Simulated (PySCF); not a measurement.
Atoms are numbered as in `[CH3:1][C:2]#[C:3][CH2:4][N:5]([CH3:6])[SiH3:7]` (H(Xn): hydrogen on atom n).

[PySCF 2.14: structure optimised with GFN2-xTB; PBE0/pcSseg-1 with gauge-including orbitals; rapidly exchanging positions averaged; one conformer; non-relativistic; gas phase]

Shifts are taken against calculated references (same method and geometry level): 13C, 1H, 29Si against TMS; NH3 for 15N.

```csv
atoms,nucleus,count,δ (ppm)
C4,13C,1,45.9
H(C1),1H,3,2.03
H(Si7),1H,3,?
N5,15N,1,?
C2,13C,1,?
C1,13C,1,4.7
H(C6),1H,3,2.70
H(C4),1H,2,3.63
C3,13C,1,83.4
Si7,29Si,1,-46.7
C6,13C,1,39.5
```

Complete the table.

Answers


- C2: 86.5 ppm, alkyne carbon; sp carbons lie upfield of alkene carbons because the cylindrical π system leaves one tensor component strongly shielded
- H(Si7): 4.60 ppm, hydrogen on a silicon bonded to N
- N5: 23.0 ppm, nitrogen bonded to 2 C, Si

Shifts are as computed. Against solution values, carbons near 30 ppm lie about +3 ppm off and those near 130 ppm about +5 ppm. Of 1211 compounds with measured shifts, 218 miss one by over three times the rms of a fit or turn the order of signals round; such compounds aren't used in these exercises. Experimental scales use liquid or dissolved standards, which lie at an offset from isolated NH3 (liquid NH3: subtract about 20 ppm).
